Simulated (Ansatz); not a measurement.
Geometry optimisation, RKS PBE-D4/def2-mTZVP (Ansatz).

The input (input.yaml):

```yaml
crystal:
  periodic: [false, false, false]
  atoms:
    - { symbol: B, position_ang: [0.0, 0.0, 0.0] }
    - { symbol: H, position_ang: [0.0, 0.0, 1.54] }
    - { symbol: "N", position_ang: [1.3423, 0.0, -0.775] }
    - { symbol: H, position_ang: [1.8089, -0.9179, -1.0268] }
    - { symbol: H, position_ang: [1.7937, 0.9179, -1.0532] }
    - { symbol: "N", position_ang: [-1.3423, 0.0, -0.775] }
    - { symbol: H, position_ang: [-2.0112, -0.8164, -0.6764] }
    - { symbol: H, position_ang: [-1.5914, 0.8164, -1.4036] }
    - { symbol: "N", position_ang: [-0.2314, 1.7403, 0.5833] }
    - { symbol: H, position_ang: [-1.1621, 2.2275, 0.4417] }
    - { symbol: H, position_ang: [0.5667, 2.2503, 1.0593] }
    - { symbol: H, position_ang: [-0.1183, 0.89, 1.5631] }
basis:
  gaussian: { orbitals: def2-mTZVP }
hamiltonian:
  xc: pbe
  dispersion: d4
relax:
  f_tol: 0.15
  max_steps: 25
  restrain:
    - { distance: [0, 8], at: 1.55, k: 30.0 }
    - { distance: [11, 1], at: 0.66, k: 30.0 }
    - { distance: [0, 1], at: 2.39, k: 30.0 }
    - { distance: [11, 8], at: 2.26, k: 30.0 }
```

Run as:

```bash
$ ansatz run input.yaml --threads 2 --pin off --max-ram 3072MiB --backend cpu --events-out ev --progress --plain --runs-dir out
```

**Question.** Where does it end, and by what steps?

**Answer.** The run converged. The restraints hold the end off the free minimum. After 10 steps the energy has fallen by 4.595 eV (the restraints' own energy left out); H7 moved furthest, 0.87 Å.

| step | energy less start (eV) | largest force component (eV/Å) | accepted |
| --- | --- | --- | --- |
| 0 | 0.0000 | 3.939 | yes |
| 1 | -0.7496 | 4.954 | yes |
| 2 | -2.1187 | 4.381 | yes |
| 3 | -3.2339 | 2.452 | yes |
| 4 | -3.6410 | 1.585 | yes |
| 5 | -4.0427 | 1.005 | yes |
| 6 | -4.2815 | 1.794 | yes |
| 7 | -4.4731 | 1.376 | yes |
| 8 | -4.5790 | 1.606 | yes |
| 9 | -4.5632 | 1.642 | no |
| 10 | -4.5949 | 1.661 | yes |

```xyz
12
Properties=species:S:1:pos:R:3
B -0.081 0.637 -0.426
H -0.060 -0.122 1.853
N 1.191 0.010 -0.613
H 1.325 -0.793 -1.219
H 2.065 0.482 -0.401
N -1.300 -0.034 -0.762
H -1.326 -0.953 -1.193
H -2.170 0.476 -0.883
N -0.152 2.033 0.117
H -0.990 2.330 0.610
H 0.678 2.457 0.523
H -0.125 0.587 1.870
```

The run took 49 s on 2 threads of Intel(R) Xeon(R) Processor @ 2.50GHz (Skylake/Cascade Lake), with other jobs on the host, peak memory 0.13 GiB.
